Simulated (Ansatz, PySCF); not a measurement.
Spin states of O2Ti (SMILES [O]=[Ti]=[O]), each relaxed with B3LYP-D3(BJ)/def2-TZVP.
State 1 (charge 0, multiplicity 1):
```xyz
3

Ti     0.357    -0.296     0.353
O      0.836     0.337    -1.083
O     -1.226     0.007     0.659
```
State 2 (charge 0, multiplicity 3):
```xyz
3

Ti     0.45942    -0.33411     0.36740
O      0.80335     0.34009    -1.07039
O     -1.29594     0.04139     0.63267
```

| level | energy of the multiplicity-3 state less that of the multiplicity-1 state (kJ/mol) | cost |
|---|---|---|
| SVWN5/def2-TZVPP | 249.9 | ×0.4 |
| PBE-D3(BJ)/def2-TZVPP | 217.6 | ×1 |
| PBE-D4/def2-TZVPP | 217.7 | ×1 |
| BLYP/def2-TZVPP | 204.1 | ×1 |
| BLYP-D3(BJ)/def2-TZVPP | 204.2 | ×1 |
| BLYP-D4/def2-TZVPP | 204.4 | ×1 |
| r2SCAN/def2-TZVPP | 202.4 | ×1 |
| r2SCAN-D3(BJ)/def2-TZVPP | 202.4 | ×1 |
| B97M-V/def2-TZVPP | 194.3 | ×2 |
| r2SCANh/def2-TZVPP | 192.6 | ×0.9 |
| B3LYP/def2-TZVPP | 193.8 | ×0.4 |
| B3LYP-D3(BJ)/def2-TZVPP | 193.8 | ×0.4 |
| B3LYP-D4/def2-TZVPP | 194.0 | ×0.4 |
| PBE0-D3(BJ)/def2-TZVPP | 195.5 | ×0.6 |
| BHLYP/def2-TZVPP | 142.0 | ×0.6 |
| CAM-B3LYP/def2-TZVPP | 191.6 | ×0.6 |
| CAM-B3LYP-D4/def2-TZVPP | 191.7 | ×0.6 |
| wB97X-V/def2-TZVPP | 206.0 | ×1 |
| B2PLYP-D3(BJ)/def2-TZVPP | 249.9 | ×0.9 |
| CCSD(T)/def2-SVP | 219.1 | ×3 |

The rows run from 142.0 (BHLYP/def2-TZVPP) to 249.9 kJ/mol (B2PLYP-D3(BJ)/def2-TZVPP). The dispersion term adds 0.0 in BLYP-D3(BJ), 0.2 in BLYP-D4, 0.0 in r2SCAN-D3(BJ). The 9 functionals in def2-TZVPP without D3 or D4 span 107.9, from BHLYP to SVWN5.

Singlets are restricted, other states unrestricted; no spin–orbit coupling, no relativity up to Kr; see below for the cores. The largest T1 diagnostic is 0.098.

Correlated levels freeze the inner cores; with def2 sets outer-core shells near the valence are correlated too.

Doubts at one or more of the structures used: T1 above 0.05 (CCSD(T)/def2-SVP).

Programs: Ansatz (a quantum-chemistry and plane-wave program); PySCF for the dispersion terms. 

Costs are rough ratios of core time to PBE/def2-TZVPP (about 25 s over the structures, on one shared machine); a dash marks a level with no comparable run of its own.
